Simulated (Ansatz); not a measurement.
`[BH2][GaH][SiH3]` + H–F → `[F][GaH][SiH3]` + BH₃ at 400 K and 1 bar (cleavage of the Ga–B bond).

Calculated with Ansatz (gas phase, PBE0-D4/def2-TZVP geometries, no zero-point term in ΔE). CCSD(T)/CBS is the MP2 limit (def2-TZVPP, def2-QZVPP) plus CCSD(T) − MP2 in def2-TZVPP, frozen cores. This one scheme is used for every species. For Ga outer-core shells are correlated without core-valence functions, which leaves a few kJ/mol of doubt a bond. Scalar relativity is left out up to krypton.

```
           species  CCSD(T)/CBS energy (Eh)  H − E (kJ/mol)  S (J/(mol·K))
`[BH2][GaH][SiH3]`              -2241.36260           164.7          384.2
               H–F               -100.39570            36.5          182.2
  `[F][GaH][SiH3]`              -2315.24439           114.6          364.0
               BH₃                -26.55200            82.6          199.4
```

H − E and S are ideal-gas, rigid-rotor, harmonic terms from PBE0-D4/def2-TZVP. 1 Eh = 2625.50 kJ/mol, R = 8.31446 J/(mol·K).

Q: By hand: ΔE, ΔH, ΔS and ΔG.

A: ΔE = (-2315.24439) + (-26.55200) − (-2241.36260) − (-100.39570) = -0.03809 Eh = -100.0 kJ/mol. Δ(H − E) = 114.6 + 82.6 − 164.7 − 36.5 = -4.0, so ΔH = -104.0 kJ/mol. ΔS = 364.0 + 199.4 − 384.2 − 182.2 = -3.0 J/(mol·K). ΔG = -104.0 − 400 × (-3.0)/1000 = -102.8 kJ/mol.

Q: By hand: the equilibrium constant, and the temperature at which ΔG would vanish if ΔH and ΔS stayed fixed.

A: log₁₀ K = −ΔG/(RT ln 10) = 13.4. ΔG = 0 at ΔH/ΔS = 34667 K, far beyond where these terms or the molecules hold.

The number of gas molecules stays the same, so ΔS is small and ΔH decides. A doubt of 5 kJ/mol in ΔE shifts log₁₀ K by 0.7 here. Modes under 60 cm⁻¹, often nearly free rotors, make the harmonic entropy too high. These are equilibria of isolated gas molecules and say nothing of rates. Largest T1 diagnostic: 0.014 (customary marks: 0.02 for closed shells, 0.045 for open ones).
